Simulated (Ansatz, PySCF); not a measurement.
Process, species as SMILES: [F][Ge]([Br])([Br])[Br] [tribromo(fluoro)germane] -> [F][Ge]([Br])[Br] + Br atom (the Br-Ge bond at the site shown breaks; other sites are not compared here)
Each molecule is optimised on its own at B3LYP-D3(BJ)/def2-TZVP (Ansatz, a quantum-chemistry and plane-wave program). Frequencies are from Ansatz or PySCF.

Property: bond dissociation energy (0 K, with B3LYP-D3(BJ) harmonic zero-point energies), in kJ/mol. Cores are frozen in the correlated levels unless marked. UHF or UKS for open shells. Spin-orbit coupling is left out. The frozen core is the preceding noble-gas configuration, with the filled d and f shells of earlier blocks. Non-relativistic. CBS marks a two-point X^-3 extrapolation of the correlation energy; Hartree-Fock from the larger set (for Q and 5 zeta extrapolated as (X+1)exp(-9√X)).

```tsv
level	program	bond dissociation energy (kJ/mol)
PBE0-D3(BJ)/def2-TZVPD	Ansatz + dftd3	329.1
PBE0/def2-TZVPD	Ansatz	321.5
PBE0/def2-QZVPP	Ansatz	320.8
BHLYP-D4/def2-TZVPD	Ansatz + dftd4	315.4
r2SCAN0-D4/def2-TZVPD	Ansatz + dftd4	326.9
MP2/CBS(cc-pVTZ,cc-pVQZ)	Ansatz	363.5
```

Q: Predict the CCSD(T)/CBS(cc-pVQZ,cc-pV5Z) result (Ansatz).

A: 345.0 kJ/mol, so MP2/CBS(cc-pVTZ,cc-pVQZ) differs from it by 18.5 kJ/mol.
